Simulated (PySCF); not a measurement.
H3NZn. Atoms are numbered in the order given.

```xyz
5

Zn    -0.3961     0.0054     0.0000
H     -1.9190    -0.0249     0.0000
N      1.4188    -0.0783     0.0000
H      1.9348     0.2052     0.8194
H      1.9348     0.2052    -0.8194
```

Geometry optimised at PBE0-D3(BJ)/def2-TZVP.

Computed with PySCF with CAM-B3LYP/def2-TZVPD.

The molecule is in vacuum.

```json
{
  "total_energy": "-1836.05902 hartree",
  "point_group": "Cs",
  "highest_occupied_level": "-8.28 eV",
  "lowest_empty_level": "0.17 eV",
  "orbital_gap": "8.45 eV",
  "dipole_moment": "0.86 D",
  "quadrupole, principal values (traceless, Buckingham form, about the centre of nuclear charge)": "-5.47, 0.58, 4.88 D·Å",
  "mean_static_polarisability": "36.2 bohr³ (5.37 Å³)",
  "polarisability_principal_values": "30.6, 32.4, 45.7 bohr³"
}
```
